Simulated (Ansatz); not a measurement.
```xyz
4

Fe    0.0000    0.0000    0.0000
F     1.7600    0.0000    0.0000
F    -0.8800    1.5242    0.0000
F    -0.8800   -1.5242    0.0000
```

Basis set: pcseg-2 (spherical functions). Charge 0, multiplicity 6.

Computed with Ansatz (development build ahead of 0.2.0); each method stands on the lowest determinant of its kind that the runs found.

**Question.** Give the atomization energy at this shape (free ground-state atoms in the same class of orbitals less the molecule, no zero-point energy) of sextet FeF₃ by UHF, ROHF.

**Answer.**

```json
{"method": "UHF", "atomization energy": "946.1 kJ/mol"}
{"method": "ROHF", "atomization energy": "982.0 kJ/mol"}
```

Caution: other spin multiplicities were not run.

The shape needn't be a minimum at these levels.
